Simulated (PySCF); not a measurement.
Species: C2HBCl2.
Cartesian coordinates in Å at the PBE0-D3(BJ)/def2-SVP level; atoms count from 1:
```xyz
6
C2HBCl2 angstrom
C      1.6440   -0.3618   -0.0461
C      0.4561   -0.0981   -0.0185
B     -1.0227    0.2256    0.0175
Cl    -2.1692   -0.9493    0.6138
Cl    -1.5965    1.7795   -0.5373
H      2.6946   -0.5919   -0.0725
```

Lines to be assigned: B 1s: 198.75 eV; C 1s: 291.13 (area 1), 291.31 (area 1) eV; Cl 1s: 2829.21 eV; Cl 2p3/2: 206.62 eV.

Method used: delta-SCF UKS SCAN, pcX-2 on the ionised atom, pcseg-1 elsewhere, spin-free X2C in PySCF 2.14.0. Isolated species at its PBE0-D3(BJ)/def2-SVP geometry, gas phase.

(1) Order the carbon atoms by C 1s binding energy.

Results:

(1) 291.13 eV: C2 (alkyne carbon); 291.31 eV: C1 (terminal alkyne carbon). The 2 C 1s values lie within 0.18 eV of each other; Gaussian lines of 0.5 eV full width would blend them into one maximum.

Bonded neighbours of each site: C1: C (triple bond) and H; C2: C (triple bond) and B; B3: 2 Cl and C; Cl4/Cl5: B.

Question: Express the binding energy of Cl 1s of Cl4/Cl5 in atomic units and per mole.

Answer: 2829.21 eV = 103.9716 Eh = 272977 kJ/mol.

The first atom of each set that the bonding makes equivalent was ionised and stands for the set. The unrestricted hole states depart most from a pure doublet (⟨S²⟩ = 0.75; over 0.85 named) for C 1s of C1 (0.87) and C 1s of C2 (0.87), which makes these values less certain. Spin–orbit coupling isn't in the SCF: each 2p doublet comes from a relaxed spin-free hole plus a matrix of the shell (mean-field spin–orbit coupling and the ground-state 2p splitting), with 2p3/2 averaged over its two sublevels. 2p1/2 minus 2p3/2 (ligand field included): Cl 1.65 eV.
